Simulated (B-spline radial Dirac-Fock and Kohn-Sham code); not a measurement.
What relativity does to the binding energies of Tb⁶⁺

System: Tb⁶⁺ in the configuration [Kr] 4d10 4f8 5s2 5p3.

Both columns are ΔSCF binding energies of the configuration average from a radial B-spline solver: non-relativistic Hartree-Fock with a point nucleus, and Dirac-Fock with a finite nucleus and the Coulomb interaction alone, averaged over the two j levels with weights 2j+1.

| shell | Hartree-Fock (eV) | Dirac-Fock (eV) | shift (eV) | shift (%) |
| --- | --- | --- | --- | --- |
| 1s | 49114.2 | 52313.3 | +3199.05 | +6.51 |
| 2s | 8004.6 | 8831.4 | +826.79 | +10.33 |
| 2p | 7607.0 | 7872.0 | +265.00 | +3.48 |
| 3s | 1867.1 | 2063.2 | +196.08 | +10.50 |
| 3p | 1688.7 | 1758.9 | +70.16 | +4.15 |
| 3d | 1360.1 | 1346.5 | -13.59 | -1.00 |
| 4s | 449.4 | 496.0 | +46.58 | +10.36 |
| 4d | 248.8 | 245.8 | -3.00 | -1.21 |
| 4f | 95.15 | 90.47 | -4.68 | -4.92 |
| 5s | 120.7 | 129.1 | +8.41 | +6.97 |
| 5p | 100.3 | 102.7 | +2.31 | +2.30 |

Relativity binds 1s, 2s, 2p, 3s, 3p, 4s, 5s, 5p more strongly, among those listed most of all 3s in relative terms, and 3d, 4d, 4f more weakly, because the contracted s and p shells screen the nucleus better.

Values without a named source are computed, but for edge energies of neutral atoms, which are taken from tables.
